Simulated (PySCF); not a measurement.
## Working out the ionisation energy of I⁺

I⁺ [Kr] 4d10 5s2 5p4 (3P) → I²⁺ [Kr] 4d10 5s2 5p3 (4S). Computed with PySCF 2.14 in aug-cc-pwCVTZ-PP with ECP28MDF (8s7p6d4f1g, 96 functions), with a scalar-relativistic core potential. Frozen: 4s2 4p6 4d10. Energies in hartree (1 hartree = 27.21139 eV):

```csv
part,I⁺ (lower),I²⁺ (upper)
UHF,-294.311911,-293.662518
CCSD correlation,-0.109932,-0.081179
(T),-0.003241,-0.002230
```

Task: What does Hartree-Fock give?

Result: (-293.662518) − (-294.311911) = 0.649393 hartree = 17.671 eV.

Task: What do CCSD and CCSD(T) give?

Result: The CCSD correlation energies differ by 0.028753 hartree = 0.782 eV and the triples by 0.001011 hartree = 0.028 eV, so CCSD gives 18.453 eV and CCSD(T) 18.481 eV.

Measured between the centres of the two terms (NIST): 18.750 eV, so CCSD(T) (valence) is off by -0.269 eV.

What remains against the reference includes basis incompleteness, the frozen core and higher excitations.
